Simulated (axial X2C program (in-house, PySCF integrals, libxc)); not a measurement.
**Ionising ScCl**

Calculated with an in-house all-electron X2C program for linear molecules (integrals from PySCF), spin-free (one-electron X2C) or two-component (2c: spin–orbit coupling with atomic mean-field Coulomb and Gaunt terms, which also bring small scalar terms), in Dyall basis sets with cores contracted in-house; open shells are unrestricted.

Basis sets: Cl dyall-av3z, Sc dyall-cv3z. Frozen shells (counts by l): ScCl Sc 3s2p, Cl 2s1p, 10 electrons correlated; ScCl⁺ Sc 3s2p, Cl 2s1p, 9 electrons correlated. Coupled cluster in natural virtuals with an MP2 remainder. Where the outer core of a metal is frozen, bonds come out longer and ionisation energies lower.

```
Hamiltonian    level      ScCl state  Re (Å)  ωe (cm⁻¹)  De (eV)
  spin-free       HF  M_S = 1, Λ = 2   2.404      376.1     3.83
  spin-free     PBE0  M_S = 1, Λ = 2   2.309      402.1     4.61
  spin-free      MP2  M_S = 1, Λ = 2   2.382      377.9     4.55
  spin-free     CCSD  M_S = 1, Λ = 2   2.378      380.9     4.14
  spin-free  CCSD(T)  M_S = 1, Λ = 2   2.377      380.0     4.22
         2c       HF           Ω = 1   2.404      375.9     3.77
         2c     PBE0           Ω = 1   2.310      402.0     4.61
         2c      MP2           Ω = 1   2.383      377.8     4.51
         2c     CCSD           Ω = 1   2.378      380.7     4.11
         2c  CCSD(T)           Ω = 1   2.377      379.9     4.19
```

Adiabatic ionisation energy (minimum to minimum, no zero-point term) and constants of ScCl⁺:

```tsv
Hamiltonian	level	ScCl⁺ state	IE (eV)	Re (Å)	ωe (cm⁻¹)	De (eV)	fragments
spin-free	HF	M_S = 1/2, Λ = 2	6.23	2.288	461.8	2.99	Sc+ + Cl
spin-free	PBE0	M_S = 1/2, Λ = 2	6.52	2.219	483.7	4.45	Sc+ + Cl
spin-free	MP2	M_S = 1/2, Λ = 2	6.30	2.278	458.8	4.36	Sc+ + Cl
spin-free	CCSD	M_S = 1/2, Λ = 2	6.35	2.275	460.3	4.15	Sc+ + Cl
spin-free	CCSD(T)	M_S = 1/2, Λ = 2	6.34	2.275	458.4	4.27	Sc+ + Cl
2c	HF	Ω = 3/2	6.22	2.289	461.7	n/a	Sc+ + Cl
2c	PBE0	Ω = 3/2	6.52	2.220	483.6	n/a	Sc+ + Cl
2c	MP2	Ω = 3/2	6.30	2.278	458.7	n/a	Sc+ + Cl
2c	CCSD	Ω = 3/2	6.35	2.275	460.1	n/a	Sc+ + Cl
2c	CCSD(T)	Ω = 3/2	6.34	2.275	458.2	n/a	Sc+ + Cl
```

Problem. Add the zero-point terms to the ionisation energy at CCSD(T), 2c, and say whether the electron removed was bonding.

Solution. IE0 = IE + (ωe⁺ − ωe)/2 = 6.34 + (0.005) = 6.34 eV. Re changes by -0.102 Å, so the bond shortens, as on loss of an antibonding or a polarising non-bonding electron.

Each entry is the lowest single determinant of a limited PBE0 search at one distance. De goes to single-determinant-based atoms at the same level (for ions the charge split of lowest energy) and is withheld (n/a) where an atom does not fit its ground term or J level. Main or longest-lived isotopes. One determinant is a doubtful description, or other states lie close, for ScCl, ScCl⁺; these need not be ground states, and all values refer to the states named. With several unpaired electrons the Ω given is that of one determinant, not necessarily of the lowest component. Some light 2c atoms are not at their ground J level, so De misses part of their lowering (0.04 eV or less). The functionals have no current term, which raises determinants with orbital currents.
